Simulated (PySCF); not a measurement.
Coordinates in bohr (charge 0 multiplicity 3):
```
Cu    0.0000    0.0000   -0.5771
F     0.0000    0.0000    3.0164
F     3.3453    0.0000   -0.5534
F    -3.3453    0.0000   -0.5534
```

Computed with UPBE0 in PySCF with Cu def2-SVP, F def2-SVP; no relativity; density-fitted integrals.

This geometry of CuF3 is a stationary point at this level.

Question: What is the point group?

Answer: C2v.

Question: Is it a minimum?

Answer: No: it has 1 imaginary mode, at 269i cm⁻¹ (b2).

Question: List the harmonic modes with their infrared intensities.

Answer: 
| symmetry | ω (cm⁻¹) | IR (km/mol) |
| --- | --- | --- |
| b2 | 269i | – |
| b1 | 133 | 29.7 |
| a1 | 137 | 23.4 |
| a1 | 359 | 19.9 |
| a1 | 539 | 0.5 |
| b2 | 586 | 9.8 |

Question: Give the atomic charges and bond orders.

Answer: 
| atom | Mulliken | Löwdin | polar tensor | spin (Mulliken) | Mayer order to Cu1 |
| --- | --- | --- | --- | --- | --- |
| Cu1 | 0.91 | 0.61 | 0.03 | 0.69 | – |
| F2 | -0.16 | -0.08 | 0.33 | 0.68 | 0.46 |
| F3,4 | -0.37 | -0.27 | -0.18 | 0.31 | 0.69 |

In C2v the vibrations span 2b2 + b1 + 3a1. Here b1 is antisymmetric to the molecular plane and b2 lies in it.

Other isomers or separated fragments may lie lower. Other spin states or occupations of the open shell can lie lower. At this level a triplet minimum of D3h symmetry lies 65 kJ/mol below this structure.
